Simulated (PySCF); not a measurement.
This script is equivalent to a calculation on Zn⁺ (zinc, charge +1).

```python
from pyscf import gto, scf, dft, mp, cc
import basis_set_exchange as bse
mol = gto.M(atom="Zn 0 0 0", charge=1, spin=1, symmetry="D2h",
            basis=gto.basis.parse(bse.get_basis("cc-pVDZ-DK", elements=["Zn"], fmt="nwchem", header=False)),
            nucmod="G")
mf = scf.UHF(mol).sfx2c1e()
mf.irrep_nelec = {'Ag': (6, 5), 'B1g': (1, 1), 'B2g': (1, 1), 'B3g': (1, 1), 'B1u': (2, 2), 'B2u': (2, 2), 'B3u': (2, 2)}
mf.kernel()
```

(1) What total energy does it give?

(2) Which occupied shell lies highest, and where?

(3) What is ⟨S²⟩, and what would a pure spin state give?

Results:

(1) -1793.98033 hartree (calculated).

(2) 4s α, at -16.964 eV.

(3) 0.751, against 0.75.
